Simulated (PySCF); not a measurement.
H2ISi, SMILES [SiH2]I (connectivity only; charge and spin as stated), charge +1, multiplicity 1.

The structure is a stationary point at B3LYP-D3(BJ)/def2-TZVP. The spin state was assumed, not searched. The isomer is the one that the SMILES or the coordinates give; other isomers of the formula were not compared. The def2 effective core potentials stand for the cores of I; spin–orbit coupling is left out.

All values below come from PySCF 2.14.0 with TDA-LC-ωPBE/def2-TZVPD.

Vertical excitations. Gas-phase values at a fixed geometry. State labels are in the subgroup C2v.

Computed lowest excited states:
```csv
state,symmetry,energy (eV),λ (nm),f,main pairs
S1,A2,3.72,333,0.000,HOMO→LUMO 98 %
S2,A1,4.99,249,0.109,HOMO−1→LUMO 90 %
S3,B1,5.77,215,0.000,HOMO−2→LUMO 97 %
S4,B2,6.02,206,0.006,HOMO→LUMO+1 94 %
S5,B1,6.38,194,0.008,HOMO−1→LUMO+1 96 %
S6,A2,6.51,190,0.000,HOMO−3→LUMO 98 %
S7,A1,8.36,148,0.001,"HOMO→LUMO+4 60 %, HOMO−2→LUMO+1 33 %"
S8,A2,8.59,144,0.000,HOMO−1→LUMO+4 93 %
S9,B2,8.71,142,0.034,HOMO→LUMO+2 91 %
S10,B2,9.03,137,0.039,"HOMO→LUMO+3 78 %, HOMO→LUMO+9 14 %"
T1,A1,3.43,361,0,HOMO−1→LUMO 97 %
T2,A2,3.47,358,0,HOMO→LUMO 97 %
T3,B1,5.06,245,0,"HOMO−2→LUMO 82 %, HOMO−1→LUMO+1 14 %"
T4,B2,5.28,235,0,HOMO→LUMO+1 94 %
```
Triplets are in the Tamm–Dancoff approximation.
